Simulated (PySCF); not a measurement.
## Iron: highly charged ions in a basis for the neutral atom

Fe⁹⁺ [Ne] 3s2 3p5, Fe¹⁰⁺ [Ne] 3s2 3p4. Computed with PySCF 2.14 in def2-SVP (5s3p2d1f, 31 functions), with the non-relativistic Hamiltonian (point nucleus). No spin-orbit coupling, so a gap to NIST mixes the basis error with missing relativistic terms.

Changed run: basis of the neutral atom used for a highly charged ion. This setting is unsound on purpose.

```
species  method  sound run (hartree)  changed run (hartree)  converged
   Fe⁹⁺     UHF              not run            -1232.24182        yes
   Fe⁹⁺  r2SCAN              not run            -1232.94348        yes
   Fe⁹⁺    BP86              not run            -1233.07502        yes
  Fe¹⁰⁺     UHF              not run            -1222.49667        yes
  Fe¹⁰⁺  r2SCAN              not run            -1223.13296        yes
  Fe¹⁰⁺    BP86              not run            -1223.26099        yes
```

Ionisation energy of Fe⁹⁺:

```
method  changed run (eV)     NIST (eV)
   UHF            265.18  262.1 ± 0.12
r2SCAN            266.96  262.1 ± 0.12
  BP86            267.05  262.1 ± 0.12
```

The contracted functions were made for the neutral atom and can be too rigid for a highly charged ion.
